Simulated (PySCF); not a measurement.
Compound: C4H10Ge2OSi.
Z-matrix (Å and degrees, PBE0-D3(BJ)/def2-SVP geometry), rows numbered from 1:
```
Ge
Ge  1  2.4241
Si  2  2.3820  1  110.94
C   3  1.8661  2  110.45  1   172.28
C   4  1.3721  3  133.00  2  -126.00
C   5  1.4270  4  106.85  3   178.40
C   6  1.3639  5  105.63  4    -0.19
O   7  1.3433  6  110.60  5     0.02
H   1  1.5406  2  110.11  3    57.81
H   1  1.5405  2  109.85  3   -61.48
H   1  1.5402  2  111.19  3   178.23
H   2  1.5418  1  109.51  3  -121.59
H   2  1.5426  1  109.14  3   120.62
H   3  1.4941  2  110.26  1    54.34
H   3  1.4963  2  108.90  1   -64.94
H   5  1.0883  4  125.89  3    -1.71
H   6  1.0878  5  127.71  4   179.87
H   7  1.0874  6  133.13  5  -179.95
```

Computed, not measured: PBE0-D3(BJ)/def2-SVP geometry optimisation, gas phase in PySCF.

Take the most abundant isotopes and a rigid rotor. The values belong to one conformer with, in the numbering `[GeH3:1][GeH2:2][SiH2:3][c:4]1[cH:5][cH:6][cH:7][o:8]1`, Ge1–Ge2–Si3–C4 172°, Ge2–Si3–C4–C5 -126°.

**Question.** Give the principal moments of inertia and the rotational constants in GHz.

**Answer.** Ia = 155.50, Ib = 1723.26, Ic = 1809.34 u·Å²; 505379 MHz·u·Å²/I gives 3250, 293.3 and 279.3 MHz, that is A = 3.2501, B = 0.2933, C = 0.2793 GHz.

**Question.** Classify the top.

**Answer.** A near-prolate asymmetric top: κ = (2 × 293.3 − 3250 − 279.3)/(3250 − 279.3) = -0.99.

**Question.** Is it planar, by Δ = Ic − Ia − Ib?

**Answer.** Not planar: Δ = Ic − Ia − Ib = -69.42 u·Å². For a rigid frame Δ = −2 Σ m c², so Σ m c² = 34.71 u·Å² lies off the ab plane: 12.74 from hydrogen and 21.97 from heavier atoms. The atom farthest from that plane is 1.86 Å away.

**Question.** Give the coordinates in the principal-axis frame, origin at the centre of mass.

**Answer.** The sense of each axis is arbitrary; atoms in the order of the calculation.
| atom | mass (u) | a (Å) | b (Å) | c (Å) |
| --- | --- | --- | --- | --- |
| Ge1 | 73.921 | 2.924 | 0.208 | -0.008 |
| Ge2 | 73.921 | 0.650 | -0.621 | -0.140 |
| Si3 | 27.977 | -0.913 | 1.086 | 0.424 |
| C4 | 12.000 | -2.656 | 0.508 | 0.094 |
| C5 | 12.000 | -3.692 | 1.029 | -0.640 |
| C6 | 12.000 | -4.775 | 0.105 | -0.540 |
| C7 | 12.000 | -4.319 | -0.914 | 0.243 |
| O8 | 15.995 | -3.052 | -0.684 | 0.626 |
| H9 | 1.008 | 3.211 | 0.744 | 1.408 |
| H10 | 1.008 | 3.120 | 1.360 | -1.012 |
| H11 | 1.008 | 3.941 | -0.903 | -0.328 |
| H12 | 1.008 | 0.484 | -1.823 | 0.812 |
| H13 | 1.008 | 0.374 | -1.115 | -1.575 |
| H14 | 1.008 | -0.688 | 2.294 | -0.426 |
| H15 | 1.008 | -0.722 | 1.463 | 1.859 |
| H16 | 1.008 | -3.677 | 1.970 | -1.186 |
| H17 | 1.008 | -5.762 | 0.186 | -0.991 |
| H18 | 1.008 | -4.770 | -1.837 | 0.599 |

**Question.** Predict some low-J microwave lines.

**Answer.** The dipole components are |μa| = 1.15 D, |μb| = 0.04 D, |μc| = 0.41 D. Intensities carry the squares of the components, which stand as 1.00 : 0.00 : 0.13 (a : b : c). Some lines, for components of 0.1 D or more:

```json
{"type": "a", "branch": "R", "J(Ka,Kc)": "1(0,1) ← 0(0,0)", "MHz": "573", "lower level (cm⁻¹)": "0.000"}
{"type": "a", "branch": "R", "J(Ka,Kc)": "2(1,2) ← 1(1,1)", "MHz": "1131", "lower level (cm⁻¹)": "0.118"}
{"type": "a", "branch": "R", "J(Ka,Kc)": "2(0,2) ← 1(0,1)", "MHz": "1145", "lower level (cm⁻¹)": "0.019"}
{"type": "a", "branch": "R", "J(Ka,Kc)": "2(1,1) ← 1(1,0)", "MHz": "1159", "lower level (cm⁻¹)": "0.118"}
{"type": "c", "branch": "Q", "J(Ka,Kc)": "2(1,2) ← 2(0,2)", "MHz": "2943", "lower level (cm⁻¹)": "0.057"}
{"type": "c", "branch": "Q", "J(Ka,Kc)": "1(1,1) ← 1(0,1)", "MHz": "2957", "lower level (cm⁻¹)": "0.019"}
{"type": "c", "branch": "R", "J(Ka,Kc)": "1(1,0) ← 0(0,0)", "MHz": "3543", "lower level (cm⁻¹)": "0.000"}
{"type": "c", "branch": "R", "J(Ka,Kc)": "2(1,1) ← 1(0,1)", "MHz": "4130", "lower level (cm⁻¹)": "0.019"}
{"type": "c", "branch": "Q", "J(Ka,Kc)": "2(2,1) ← 2(1,1)", "MHz": "8871", "lower level (cm⁻¹)": "0.157"}
{"type": "c", "branch": "R", "J(Ka,Kc)": "2(2,0) ← 1(1,0)", "MHz": "10030", "lower level (cm⁻¹)": "0.118"}
{"type": "c", "branch": "R", "J(Ka,Kc)": "2(2,1) ← 1(1,1)", "MHz": "10044", "lower level (cm⁻¹)": "0.118"}
```

**Question.** Estimate the classical rotational partition function at 10 K, 100 K and 298.15 K.

**Answer.** Point group C1, symmetry number σ = 1; q = (√π/σ)·√((kT/h)³/(ABC)), k/h = 20836.6 MHz/K: 10300 at 10 K, 327000 at 100 K, 1680000 at 298.15 K.

Stationary, but not proved a minimum. Zero-point vibration and centrifugal distortion are left out. A rigid rotor knows nothing of internal rotation, which can split or shift real lines.
